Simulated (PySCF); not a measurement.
Spectra and structures to be paired. Computed with TDDFT PBE0/def2-SVPD, vertical, gas phase, core orbitals frozen in the response in PySCF 2.14.0, density-fitted response routines. Geometries: GFN2-xTB; one conformer of each isolated species. Triplets are in the Tamm–Dancoff approximation.

A. 3-methoxybenzenethiol, `COC1=CC=CC(S)=C1`
B. i-BuOMe, `COCC(C)C`
C. 3-methyl-2-butanol, `CC(C)[C@H](C)O`
D. neopentyl alcohol, `CC(C)(C)CO`
E. ethyl isopropyl ether, `CCOC(C)C`

Lowest singlet levels (six at most, fewer where fewer were computed) with oscillator strengths:

1. 179 nm (f 0.012); 165 nm (f 0.005); 161 nm (f 0.022); 159 nm (f 0.026); 147 nm (f 0.008); 144 nm (f 0.013); T1 6.78 eV
2. 179 nm (f 0.001); 161 nm (f 0.031); 151 nm (f 0.009); 149 nm (f 0.019); 148 nm (f 0.014); 143 nm (f 0.049); T1 6.67 eV
3. 178 nm (f 0.029); 164 nm (f 0.002); 157 nm (f 0.023); 154 nm (f 0.017); 153 nm (f 0.003); 145 nm (f 0.040); T1 6.81 eV
4. 178 nm (f 0.010); 161 nm (f 0.003); 154 nm (f 0.016); 152 nm (f 0.025); 150 nm (f 0.020); 141 nm (f 0.029); T1 6.73 eV
5. 255 nm (f 0.042); 241 nm (f 0.001); 230 nm (f 0.089); 212 nm (f 0.187); 210 nm (f 0.001); 209 nm (f 0.017); T1 3.87 eV

Question: Which spectrum belongs to which structure?

Answer: 1 = E, 2 = D, 3 = B, 4 = C, 5 = A.
- A: S1 at 4.86 eV, HOMO→LUMO (71%), HOMO-1→LUMO+1 (13%), HOMO→LUMO+1 (9%); Löwdin shares by element: HOMO carbon 41% or more, sulfur 36% (atoms not listed hold the other 24%); LUMO carbon 68% or more (atoms not listed hold the other 31%); HOMO -6.33 and LUMO -0.41 eV.
- B: S1 at 6.98 eV, HOMO→LUMO (88%), HOMO→LUMO+1 (9%); Löwdin shares by element: HOMO oxygen 59%, carbon 20% or more, hydrogen 5% or more (atoms not listed hold the other 16%); LUMO carbon 45% or more (atoms not listed hold the other 55%); HOMO -7.41 and LUMO 0.78 eV.
- C: S1 at 6.98 eV, HOMO→LUMO (87%), HOMO→LUMO+1 (10%); Löwdin shares by element: HOMO oxygen 54%, carbon 31% or more (atoms not listed hold the other 15%); LUMO hydrogen 22% or more, oxygen 16%, carbon 12% or more (atoms not listed hold the other 50%); HOMO -7.73 and LUMO 0.64 eV.
- D: S1 at 6.92 eV, HOMO→LUMO (87%), HOMO→LUMO+1 (10%); Löwdin shares by element: HOMO oxygen 53%, carbon 27% or more, hydrogen 7% or more; LUMO carbon 23% or more, oxygen 12%, hydrogen 9% or more (atoms not listed hold the other 55%); HOMO -7.76 and LUMO 0.47 eV.
- E: S1 at 6.92 eV, HOMO→LUMO (97%); Löwdin shares by element: HOMO oxygen 57%, carbon 26% or more (atoms not listed hold the other 18%); LUMO carbon 42% or more (atoms not listed hold the other 58%); HOMO -7.29 and LUMO 0.79 eV.
B and C have S1 within 0.01 eV of each other; their strongest listed levels stand at 8.55 eV (f 0.040) and 8.82 eV (f 0.029).
B and D have S1 within 0.06 eV of each other; their strongest listed levels stand at 8.55 eV (f 0.040) and 8.67 eV (f 0.049).
C and D have S1 within 0.06 eV of each other; their strongest listed levels stand at 8.82 eV (f 0.029) and 8.67 eV (f 0.049).
B and E have S1 within 0.07 eV of each other; their strongest listed levels stand at 8.55 eV (f 0.040) and 7.80 eV (f 0.026).
C and E have S1 within 0.07 eV of each other; their strongest listed levels stand at 8.82 eV (f 0.029) and 7.80 eV (f 0.026).
D and E have S1 within 0.01 eV of each other; their strongest listed levels stand at 8.67 eV (f 0.049) and 7.80 eV (f 0.026).
